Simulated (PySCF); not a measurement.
SMILES OB(O)[SiH2]c1ccccc1 (C6H9BO2Si) (GFN2-xTB optimised geometry):

```
19

O      0.408    -2.190     2.187
B     -0.536    -2.495     1.250
O     -0.914    -3.789     1.184
Si    -1.385    -1.218    -0.002
C     -0.422     0.423     0.000
C     -1.064     1.658     0.000
C     -0.351     2.843     0.002
C      1.034     2.819     0.004
C      1.696     1.602     0.000
C      0.972     0.423     0.000
H      0.694    -1.280     2.246
H     -0.478    -4.370     1.812
H     -1.431    -1.662    -1.407
H     -2.776    -0.855     0.330
H     -2.144     1.684    -0.004
H     -0.873     3.789     0.001
H      1.595     3.742     0.006
H      2.776     1.574    -0.003
H      1.502    -0.521    -0.011
```

Computed with PBE0/def2-SVP (PySCF 2.14.0).

Question: What are the frontier orbital energies and the dipole moment?

Answer: HOMO-2 -8.28 eV, HOMO-1 -7.44 eV, HOMO -7.29 eV, LUMO -0.50 eV, LUMO+1 -0.26 eV; dipole moment 1.92 D.

Meta-Löwdin charges at PBE0/def2-SVP: O1 -0.48, B2 0.24, O3 -0.47, Si4 0.43, C5 -0.21, C6 -0.10, C7 -0.11, C8 -0.10, C9 -0.11, C10 -0.12, H11 0.34, H12 0.33, H13 -0.09, H14 -0.09, H15 0.10, H16 0.11, H17 0.11, H18 0.11, H19 0.09.
